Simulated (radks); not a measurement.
Values are calculated unless marked as measured or tabulated.
Q: Isoelectronic series with 20 electrons, each ion in its NIST ground configuration. Level of theory: scalar-relativistic Kohn-Sham, PBEsol, spin-unpolarised, spherical densities, finite nucleus; Fermi nuclear charge, rms radius of each element as measured or else 0.836 A^(1/3) + 0.57 fm (a radial shooting solver on a logarithmic mesh with Libxc functionals). Total energies (hartree) and mean radii <r> (bohr):

ion,configuration,E (hartree),3p,3s,2p
Ca,[Ar] 4s2,-679.46720,1.272,1.157,0.3280
Ti2+,[Ar] 3d2,-851.83188,1.084,1.008,0.2901
V3+,[Ar] 3d2,-946.11598,0.9940,0.9379,0.2742
Cr4+,[Ar] 3d2,-1045.70499,0.9172,0.8761,0.2600
Mn5+,[Ar] 3d2,-1150.59992,0.8515,0.8214,0.2472
Fe6+,[Ar] 3d2,-1260.80807,0.7946,0.7729,0.2355
Co7+,[Ar] 3d2,-1376.34009,0.7450,0.7296,0.2249
Ni8+,[Ar] 3d2,-1497.20926,0.7013,0.6908,0.2152
Cu9+,[Ar] 3d2,-1623.42988,0.6626,0.6559,0.2062
Zn10+,[Ar] 3d2,-1755.01887,0.6279,0.6243,0.1980
Ga11+,[Ar] 3d2,-1891.99356,0.5967,0.5956,0.1903
Ge12+,[Ar] 3d2,-2034.37282,0.5685,0.5693,0.1833
As13+,[Ar] 3d2,-2182.17704,0.5429,0.5452,0.1767
Se14+,[Ar] 3d2,-2335.42681,0.5195,0.5230,0.1705
Br15+,[Ar] 3d2,-2494.14455,0.4980,0.5026,0.1648
Kr16+,[Ar] 3d2,-2658.35322,0.4782,0.4836,0.1594
Rb17+,[Ar] 3d2,-2828.07714,0.4600,0.4660,0.1543
Sr18+,[Ar] 3d2,-3003.34134,0.4431,0.4495,0.1496

Estimate the row of Sc+ ([Ar] 3d1 4s1).

A: E (hartree) -762.89036; 3p 1.168; 3s 1.076; 2p 0.3079.
